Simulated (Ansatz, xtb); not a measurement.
Ligand exchange: KCl + CH3F → KF + CH3Cl

Species: KCl, singlet; CH3F (fluoromethane) `CF`, singlet; KF, singlet; CH3Cl (chloromethane) `CCl`, singlet. The partners trade Cl for F: K–Cl and C–F bonds give way to K–F and C–Cl.

Shapes, held fixed at every level: PBE0-D4/def2-TZVP. Programs: Ansatz 0.2.0, xtb 6.7.1. The zero-point and thermal change to 298 K, harmonic and unscaled (PBE0-D4/def2-TZVP), is -3.2 kJ/mol.

Question: Estimate ΔH(298 K) of this reaction.

Answer: The highest level, CCSD(T)/def2-TZVPP, gives ΔH(298 K) = +54.6 kJ/mol; the levels span +48.9 to +115.8. GFN1-xTB strays far from the other rows. The column of differences is taken from that level and isn't an error. No measured value is set beside it here. Outer-core shells of K are correlated, in sets that cover them unevenly. Times are processor times on shared x86 and Arm servers, and rough.

```json
{"level": "GFN1-xTB", "kind": "semi-empirical", "ΔH(298 K) (kJ/mol)": "+115.8", "less CCSD(T)/def2-TZVPP": "+61.2", "CPU time (sum over the molecules)": "0.17 s"}
{"level": "HF/def2-SVP", "kind": "Hartree–Fock", "ΔH(298 K) (kJ/mol)": "+105.0", "less CCSD(T)/def2-TZVPP": "+50.4", "CPU time (sum over the molecules)": "–"}
{"level": "r2SCAN-D4/def2-TZVPP", "kind": "meta-GGA", "ΔH(298 K) (kJ/mol)": "+49.9", "less CCSD(T)/def2-TZVPP": "-4.7", "CPU time (sum over the molecules)": "14 s"}
{"level": "PBE0-D4/def2-TZVPP", "kind": "global hybrid", "ΔH(298 K) (kJ/mol)": "+49.3", "less CCSD(T)/def2-TZVPP": "-5.3", "CPU time (sum over the molecules)": "6.3 s"}
{"level": "r2SCAN0-D4/def2-TZVPP", "kind": "global hybrid", "ΔH(298 K) (kJ/mol)": "+56.8", "less CCSD(T)/def2-TZVPP": "+2.2", "CPU time (sum over the molecules)": "12 s"}
{"level": "wB97X-V/def2-TZVPP", "kind": "range-separated hybrid", "ΔH(298 K) (kJ/mol)": "+51.4", "less CCSD(T)/def2-TZVPP": "-3.2", "CPU time (sum over the molecules)": "17 s"}
{"level": "B2PLYP/def2-TZVPP", "kind": "double hybrid", "ΔH(298 K) (kJ/mol)": "+48.9", "less CCSD(T)/def2-TZVPP": "-5.7", "CPU time (sum over the molecules)": "9.6 s"}
{"level": "MP2/def2-SVP", "kind": "perturbation theory", "ΔH(298 K) (kJ/mol)": "+61.8", "less CCSD(T)/def2-TZVPP": "+7.2", "CPU time (sum over the molecules)": "–"}
{"level": "CCSD(T)/def2-TZVPP", "kind": "coupled cluster or CI", "ΔH(298 K) (kJ/mol)": "+54.6", "less CCSD(T)/def2-TZVPP": "0.0", "CPU time (sum over the molecules)": "12 s"}
```
